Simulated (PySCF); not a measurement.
Shieldings and the share of exact exchange

Molecule: SMILES [NH2+](C)[BH2-]P, CH9BNP.

Numbering as in the mapped SMILES `[CH3:1][NH2+:2][BH2-:3][PH2:4]` (H(Xn): hydrogen on atom n).

GIAO shieldings (ppm, equivalent atoms averaged) in PySCF on the PBE0-D3(BJ)/def2-SVP geometry, basis pcSseg-2, gas phase, non-relativistic:

| functional | exact exchange (%) | σ(C1) | σ(N2) | σ(B3) |
| --- | --- | --- | --- | --- |
| BLYP | 0 | 138.2 | 186.6 | 108.8 |
| BP86 | 0 | 142.5 | 194.1 | 112.9 |
| PBE | 0 | 142.9 | 193.4 | 112.7 |
| B3LYP | 20 | 142.9 | 195.3 | 113.2 |
| PBE0 | 25 | 148.2 | 203.2 | 117.7 |
| BHandHLYP | 50 | 148.8 | 205.1 | 118.6 |
| HF | 100 | 157.6 | 218.0 | 127.1 |

(1) Fit each shielding as a line in the percentage of exact exchange.

(2) What does the line predict for mPW1PW91 (25 %), and what does the run give?

Answers

(1) σ(C1) = 141.3 + 0.16 x (rms 1.9 ppm); σ(N2) = 191.9 + 0.27 x (rms 2.9 ppm); σ(B3) = 111.5 + 0.15 x (rms 1.6 ppm). The functionals also differ in their semilocal parts, which the line can't hold; Hartree–Fock has no correlation at all.

(2) σ(C1): 145.3 predicted, 147.5 computed; σ(N2): 198.7 predicted, 202.8 computed; σ(B3): 115.2 predicted, 117.4 computed ppm.
